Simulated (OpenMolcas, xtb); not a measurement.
**A ladder of methods for SnSiH6 (SMILES [SiH3][SnH3])**

SnSiH6 has 8 atoms, charge 0, and is taken as a singlet. As SMILES, `[SiH3][SnH3]`. Geometry: relaxed at PBE0-D4/def2-TZVP.

Quantity: the vertical electron affinity (to the doublet anion), in eV. The values are calculated.

The electron affinity is E(neutral) − E(anion): positive where the electron is bound.

```
                            level            kind     program  value (eV)  CPU time (all runs)
                         GFN2-xTB  semi-empirical         xtb        3.20            under 2 s
    HF/def2-SVPD (core potential)    Hartree–Fock  OpenMolcas       -1.77                 57 s
 SVWN5/def2-SVPD (core potential)             LDA  OpenMolcas       -0.64              1.8 min
   PBE/def2-SVPD (core potential)             GGA  OpenMolcas       -0.80              2.4 min
revPBE/def2-SVPD (core potential)             GGA  OpenMolcas       -0.86              2.8 min
  TPSS/def2-SVPD (core potential)        meta-GGA  OpenMolcas       -0.99              3.2 min
 B3LYP/def2-SVPD (core potential)   global hybrid  OpenMolcas       -0.88              2.9 min
```

Spin-orbit coupling, which can split open shells on such heavy atoms by tenths of an eV, is left out. Where it was recorded, the anion's HOMO is positive in HF/def2-SVPD, SVWN5/def2-SVPD, PBE/def2-SVPD, revPBE/def2-SVPD, TPSS/def2-SVPD, B3LYP/def2-SVPD: a fault of the level (basis or self-interaction), which says nothing on whether the real anion is bound. The values span -1.77 to 3.20 eV. The xTB values lack the empirical shift that such differences need. Negative values mean that the anion is unbound at that level; they are set by how diffuse the basis is and aren't properties of the molecule, whose anion may well be bound. Times are those of the runs behind each value, whatever else they computed, on shared processors of several kinds: orders of magnitude only.
